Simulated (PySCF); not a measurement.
## Correlation energy of Ir⁺ (iridium, charge +1)

[Xe] 4f14 5d6 6s1 6p1, one real determinant (an excited configuration). Calculation: PySCF 2.14, in x2c-TZVPPall (11s7p7d3f1g, 97 functions); the spin-free X2C one-electron Hamiltonian (Gaussian nucleus). Frozen: [Kr] 4d10 4f14; 16 electrons correlated.

| level | correlation energy (mhartree) |
| --- | --- |
| CCSD | -363.69 |
| (T) | -9.11 |
| CCSD(T) | -372.80 |

Diagnostics: T1 = 0.0066, D1 = 0.0263, largest double amplitude 0.062.

**Question.** Is a single reference adequate?

**Answer.** Yes, within this model without spin-orbit coupling: T1 lies below 0.03 and no double amplitude reaches 0.07.

The basis was made for the ground configuration and has no added diffuse functions, which can raise the energy of the promoted electron.

The reference is one real determinant that mixes LS terms of this configuration.

This basis was not built for core-valence correlation, so the inner-shell part is incomplete.
